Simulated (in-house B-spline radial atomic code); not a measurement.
**Binding energies in Sb⁷⁺**

NIST's tabulated ground configuration is [Kr] 4d8; each binding energy is the energy of the ion with one electron taken from that subshell, relaxed, less that of the parent. Computed with a B-spline radial code for spherical atoms: Dirac-Hartree-Fock, average of configuration, Fermi nucleus of rms radius 4.6802 fm. Energies include first-order Breit, QED and recoil terms.

```json
{"subshell": "1s", "X-ray name": "K", "binding energy (eV)": "30612.3", "-ε (eV)": "30776.0", "relaxation (eV)": "61.3"}
{"subshell": "2s", "X-ray name": "L1", "binding energy (eV)": "4826.8", "-ε (eV)": "4868.2", "relaxation (eV)": "30.8"}
{"subshell": "2p1/2", "X-ray name": "L2", "binding energy (eV)": "4503.7", "-ε (eV)": "4548.2", "relaxation (eV)": "34.2"}
{"subshell": "2p3/2", "X-ray name": "L3", "binding energy (eV)": "4255.2", "-ε (eV)": "4295.4", "relaxation (eV)": "33.0"}
{"subshell": "3s", "X-ray name": "M1", "binding energy (eV)": "1067.2", "-ε (eV)": "1080.1", "relaxation (eV)": "11.1"}
{"subshell": "3p1/2", "X-ray name": "M2", "binding energy (eV)": "935.1", "-ε (eV)": "948.2", "relaxation (eV)": "11.5"}
{"subshell": "3p3/2", "X-ray name": "M3", "binding energy (eV)": "888.1", "-ε (eV)": "900.2", "relaxation (eV)": "11.1"}
{"subshell": "4s", "X-ray name": "N1", "binding energy (eV)": "274.3", "-ε (eV)": "276.9", "relaxation (eV)": "2.2"}
{"subshell": "4p1/2", "X-ray name": "N2", "binding energy (eV)": "226.8", "-ε (eV)": "229.1", "relaxation (eV)": "2.0"}
{"subshell": "4p3/2", "X-ray name": "N3", "binding energy (eV)": "217.7", "-ε (eV)": "219.8", "relaxation (eV)": "1.9"}
{"subshell": "4d", "X-ray name": "N4,5", "binding energy (eV)": "141.3", "-ε (eV)": "142.7", "relaxation (eV)": "1.5"}
```

Relaxation = -ε minus the binding energy without Breit, QED and recoil terms.

Emission lines follow as differences of binding energies, with λ = 12398.42 eV·Å / E:

| line | holes | energy (eV) | wavelength (Å) |
| --- | --- | --- | --- |
| K-L3 | 1s → 2p3/2 | 26357.1 | 0.4704 |
| K-L2 | 1s → 2p1/2 | 26108.6 | 0.47488 |
| K-M3 | 1s → 3p3/2 | 29724.2 | 0.41712 |
| L1-M3 | 2s → 3p3/2 | 3938.7 | 3.1478 |
| L3-M1 | 2p3/2 → 3s | 3188.0 | 3.8891 |

Problem. What screening constant σ does Moseley's law, E = (3/4)·13.6057 eV·(Z - σ)², need for K-L3?

Solution. σ = 0.18.

Moseley's non-relativistic formula needs a falling, then negative, screening constant for heavy elements, because relativity binds the 1s electron more strongly than the formula allows.

Problem. What does it cost to remove both a 3p3/2 and a 4s electron?

Solution. 1192.8 eV, which is 30.31 eV more than the two single binding energies together.

Problem. What does it cost to remove both a 1s and a 4p1/2 electron?

Solution. 30872 eV, which is 33.07 eV more than the two single binding energies together.

Problem. What does it cost to remove both a 3p3/2 and a 4d electron?

Solution. 1056.5 eV, which is 27.1 eV more than the two single binding energies together.
